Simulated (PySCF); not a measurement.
## Basis-set dependence of population analyses: `Fc1ccc(F)cc1`

C6H4F2.
Bonds: F1–C2, C2–C3 (aromatic), C3–C4 (aromatic), C4–C5 (aromatic), C5–F6, C5–C7 (aromatic), C7–C8 (aromatic), C2–C8 (aromatic). Hydrogens: H9 on C3; H10 on C4; H11 on C7; H12 on C8.

PBE0 throughout (PySCF), one geometry, spherical d and f functions. Geometry: PBE0-D3(BJ)/def2-SVP; no solvent, vibrations or thermal averaging. Atoms taken as equivalent share a column and are averaged.

Mulliken charges (e):

```tsv
basis	functions	F1/F6	C2/C5	C3/C4/C7/C8	H9/H10/H11/H12
STO-3G	44	-0.070	+0.095	-0.106	+0.093
pcSseg-0	80	-0.360	+0.261	-0.215	+0.264
6-31G	80	-0.324	+0.300	-0.189	+0.201
6-31G*	120	-0.323	+0.428	-0.248	+0.196
cc-pVDZ	132	-0.165	+0.149	-0.021	+0.029
def2-SVP	132	-0.205	+0.285	-0.080	+0.040
pcSseg-1	156	-0.274	+0.327	-0.149	+0.122
aug-cc-pVDZ	220	-0.606	+0.414	+0.627	-0.531
6-311+G(2d,p)	240	-0.323	+0.052	+0.008	+0.127
def2-TZVP	272	-0.188	+0.276	-0.182	+0.138
cc-pVTZ	296	-0.159	+0.266	-0.188	+0.135
IGLO-III	320	-0.237	+0.264	-0.132	+0.118
```

IAO charges (e):

```tsv
basis	functions	F1/F6	C2/C5	C3/C4/C7/C8	H9/H10/H11/H12
STO-3G	44	-0.082	+0.133	-0.172	+0.146
pcSseg-0	80	-0.234	+0.249	-0.182	+0.174
6-31G	80	-0.249	+0.258	-0.180	+0.176
6-31G*	120	-0.257	+0.285	-0.181	+0.167
cc-pVDZ	132	-0.257	+0.286	-0.183	+0.169
def2-SVP	132	-0.257	+0.284	-0.180	+0.166
pcSseg-1	156	-0.263	+0.285	-0.182	+0.172
aug-cc-pVDZ	220	-0.270	+0.290	-0.183	+0.173
6-311+G(2d,p)	240	-0.271	+0.290	-0.183	+0.174
def2-TZVP	272	-0.271	+0.294	-0.184	+0.173
cc-pVTZ	296	-0.269	+0.293	-0.185	+0.172
IGLO-III	320	-0.272	+0.292	-0.184	+0.174
```

Q: Which scheme is steadiest as the basis changes?

A: Largest range over the bases for any column: IAO 0.19 e, Mulliken 0.88 e. IAO charges move least and Mulliken charges most, counted in e. Without the minimal STO-3G basis the ranges are IAO 0.04, Mulliken 0.88 e.

Q: How much do the charges still move between the two largest bases, cc-pVTZ and IGLO-III?

A: At most, over all atoms: Mulliken 0.078 e, IAO 0.003 e.

Q: What do the same runs give for the total energy and the frontier levels?

A: 
| basis | energy (Eh) | HOMO (eV) | LUMO (eV) |
| --- | --- | --- | --- |
| STO-3G | -424.5977 | -4.12 | 2.51 |
| pcSseg-0 | -429.2866 | -7.32 | -0.87 |
| 6-31G | -430.1584 | -7.03 | -0.50 |
| 6-31G* | -430.2511 | -6.78 | -0.39 |
| cc-pVDZ | -430.2881 | -6.93 | -0.62 |
| def2-SVP | -429.9424 | -7.07 | -0.74 |
| pcSseg-1 | -430.2159 | -7.18 | -0.87 |
| aug-cc-pVDZ | -430.3142 | -7.12 | -0.89 |
| 6-311+G(2d,p) | -430.3883 | -7.14 | -0.90 |
| def2-TZVP | -430.4295 | -7.10 | -0.84 |
| cc-pVTZ | -430.4116 | -7.05 | -0.78 |
| IGLO-III | -430.4354 | -7.12 | -0.89 |
